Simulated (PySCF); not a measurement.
# Unknown compound

An unknown has the formula C4H5F3O. Its calculated NMR data are:

$^{1}$H NMR (500 MHz, computed): δ 3.07 (m, 2H), 2.43 (s, 3H).

$^{13}$C{$^{1}$H} NMR (computed): δ 202.3 (C), 134.1 (C), 53.8 (CH2), 31.4 (CH3).

One computed conformer, non-relativistic, gas phase, averaged over atoms made equivalent by symmetry, fast rotation or ring inversion. GFN2-xTB structure; σ from GIAO-PBE0/pcSseg-1; PySCF 2.14.

Referencing at the same level of theory: $^{1}$H (σref 31.72), $^{13}$C (σref 186.93) vs TMS.

**Question.** Propose a structure and justify it.

**Answer.** 
- Rings plus π bonds: 1 (no ring in the answer).
- 4 carbon signals for 4 carbons: no two carbons are equivalent.
- Carbon types of the structure: 2 × C, 1 × CH2, 1 × CH3, which accounts for all hydrogens.
- δC 202.3: ketone carbonyl carbon; the double bond to the heteroatom, with no lone-pair donor beside it, deshields it most.
- δC 134.1: CF3 carbon; 3 electronegative neighbours deshield it.
- δC 53.8: sp3 CH2 α to a carbonyl; α to the electron-withdrawing carbonyl group.
- δC 31.4: methyl carbon α to a carbonyl; α to the electron-withdrawing carbonyl group.
- δH 3.07: hydrogen on an sp3 CH2 α to a carbonyl; α to C=O.
- δH 2.43: hydrogen on a methyl carbon α to a carbonyl; α to C=O.

The compound is 4,4,4-trifluorobutan-2-one (C(C)(=O)CC(F)(F)F).

The shifts were computed for this structure.

Splittings by $^{19}$F in the carbon and heteronuclear signals aren't shown, as no couplings were computed. Shifts are as computed. Against solution values, carbons near 30 ppm lie about +3 ppm off and those near 130 ppm about +5 ppm. Of 1211 compounds with measured shifts, 218 miss one by over three times the rms of a fit or turn the order of signals round; such compounds aren't used in these exercises. No couplings were computed; multiplicities are counted from neighbouring protons, with m where these are inequivalent, close in shift, in a saturated or five-membered ring or joined by F or P, and br s for small geminal =CH2 splittings.
